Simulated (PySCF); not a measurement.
Si(H)(OH)(SiH3)2 (H8OSi3), SMILES O[SiH]([SiH3])[SiH3]. Coordinates come from a PBE-D3(BJ)/def2-SVP optimisation. One conformer was computed; it need not be the lowest.

Computed equilibrium geometry at PBE-D3(BJ)/def2-SVP (PySCF confirms it by a frequency run) as a Z-matrix, and its point group (one conformer of several):
point group Cs.
```
Si
O 1 1.6968
H 2 0.9735 1 113.96
H 1 1.5032 2 105.11 3 180.00
Si 1 2.3633 4 109.45 2 120.30
H 5 1.5060 1 111.79 4 -57.37
H 5 1.5073 6 108.94 1 -122.07
H 5 1.5083 6 108.15 7 -117.30
Si 1 2.3633 4 109.45 2 -120.30
H 9 1.5060 1 111.79 4 57.37
H 9 1.5073 10 108.94 1 122.07
H 9 1.5083 10 108.15 11 117.30
```
